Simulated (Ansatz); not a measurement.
CH6AlNS (`C[NH][AlH][SH]`), 10 atoms. The species carries charge 0 and has multiplicity 1. All runs use 2 threads of an Arm Neoverse N1 on a shared host. Correlated methods freeze the cores.

(1) Give the basis size and wall time and peak host memory of each of these runs in Ansatz. RKS PBE0-D4/def2-TZVP relaxation (6 steps); RKS BHLYP-D4/def2-TZVPP energy; direct RPA on PBE orbitals/def2-TZVPP energy; RKS ωB97M-V/def2-QZVPP energy; RKS LC-ωPBE/def2-TZVPP energy; RHF-MP2/def2-QZVPP energy; RHF-CCSD(T)/def2-TZVPP energy; RKS PBE0-D4/def2-TZVP frequencies; RKS ωB97M-V/def2-SVP energy; RKS r2SCAN-D4/def2-TZVPP energy and forces; RKS revPBE-D4/def2-TZVPP energy; RHF-CCSD(T)/def2-SVP energy. (An estimate is asked.)

## Answers

(1) Ansatz gave: Other jobs shared the machine, so times are rough.

| level | job | functions | wall time | peak host memory (GiB) |
| --- | --- | --- | --- | --- |
| RKS revPBE-D4/def2-TZVPP | energy | 230 | 5.5 s | 0.28 |
| RHF-CCSD(T)/def2-SVP | energy | 94 | 6.5 s | 0.42 |
| RKS LC-ωPBE/def2-TZVPP | energy | 230 | 7 s | 0.42 |
| RKS BHLYP-D4/def2-TZVPP | energy | 230 | 7.5 s | 0.52 |
| RKS ωB97M-V/def2-SVP | energy | 94 | 12 s | 0.42 |
| direct RPA on PBE orbitals/def2-TZVPP | energy | 230 | 13 s | 0.53 |
| RKS r2SCAN-D4/def2-TZVPP | energy and forces | 230 | 13 s | 0.3 |
| RHF-MP2/def2-QZVPP | energy | 434 | 47 s | 2.2 |
| RKS ωB97M-V/def2-QZVPP | energy | 434 | 52 s | 1.6 |
| RKS PBE0-D4/def2-TZVP | relaxation (6 steps) | 172 | 53 s | 0.39 |
| RHF-CCSD(T)/def2-TZVPP | energy | 230 | 3.2 min | 3.7 |
| RKS PBE0-D4/def2-TZVP | frequencies | 172 | 5.3 min | 0.42 |

LC-ωPBE has ω = 0.4 bohr⁻¹.
